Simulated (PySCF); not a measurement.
## Stretching TeP⁺

Set-up: PySCF, scalar-relativistic core potentials, basis sets Te def2-SVP with ECP28, P def2-SVP. Energies in eV from Te⁺ + P in their ground configurations at the same level. All curves are PBE0. state 1: ¹Σ⁺ (singlet), closed shell; state 2: triplet, unpaired electrons π ↑↑, a mixture of terms (⟨Lz²⟩ = 2.0), a second solution, started from another occupation; state 3: triplet, unpaired electrons π ↑↑, a mixture of terms (⟨Lz²⟩ = 2.0), a second solution, started from another occupation; state 4: ⁵Σ⁺ (quintet), unpaired electrons π ↑↑↑↑, a second solution, started from another occupation.

```json
{"R (Å)": "1.869", "state 1": "-1.867", "state 2": "1.999", "state 3": "2.651", "state 4": "5.750"}
{"R (Å)": "1.956", "state 1": "-3.012", "state 2": "0.295", "state 3": "0.938", "state 4": "3.485"}
{"R (Å)": "2.043", "state 1": "-3.635", "state 2": "-0.841", "state 3": "-0.208", "state 4": "1.835"}
{"R (Å)": "2.108", "state 1": "-3.851", "state 2": "-1.414", "state 3": "-0.788", "state 4": "0.908"}
{"R (Å)": "2.173", "state 1": "-3.906", "state 2": "-1.802", "state 3": "-1.183", "state 4": "0.192"}
{"R (Å)": "2.238", "state 1": "-3.838", "state 2": "-2.044", "state 3": "-1.434", "state 4": "-0.356"}
{"R (Å)": "2.325", "state 1": "-3.609", "state 2": "-2.194", "state 3": "-1.595", "state 4": "-0.878"}
{"R (Å)": "2.434", "state 1": "-3.174", "state 2": "-2.183", "state 3": "-1.597", "state 4": "-1.280"}
{"R (Å)": "2.564", "state 1": "-2.534", "state 2": "-1.979", "state 3": "-1.412", "state 4": "-1.507"}
{"R (Å)": "2.738", "state 1": "-1.608", "state 2": "-1.534", "state 3": "-0.995", "state 4": "-1.540"}
```

Question: Put a parabola through the three lowest points of the state 1 curve and estimate Re, k and ωe (reduced mass 25.01 u; 1 eV/Å² = 0.16022 mdyn/Å; ωe = 1302.8·√(k/μ) cm⁻¹).

Answer: Through R = 2.108, 2.173, 2.238 Å the second-order coefficient is 14.6 eV/Å², so Re ≈ 2.170 Å, k ≈ 4.66 mdyn/Å and ωe ≈ 563 cm⁻¹. A polynomial fit of higher order to the unrounded PBE0 energies gives Re = 2.167 Å, k = 4.72 mdyn/Å, ωe = 566 cm⁻¹; anharmonicity and rounding make the difference.

The higher-order fit for each curve: state 1: Re = 2.167 Å, ωe = 566 cm⁻¹, De = 3.91 eV; state 2: Re = 2.371 Å, ωe = 417 cm⁻¹, minimum 2.21 eV below the ground-state fragments; state 3: Re = 2.379 Å, ωe = 409 cm⁻¹, minimum 1.62 eV below the ground-state fragments; state 4: Re = 2.673 Å, ωe = 276 cm⁻¹, minimum 1.55 eV below the ground-state fragments.

These are scalar-relativistic numbers at best; spin–orbit coupling would shift them, the dissociation energy most. For an ion De counts to the pair picked by the measured ionisation energies or electron affinities, which need not be the lowest pair at this level.
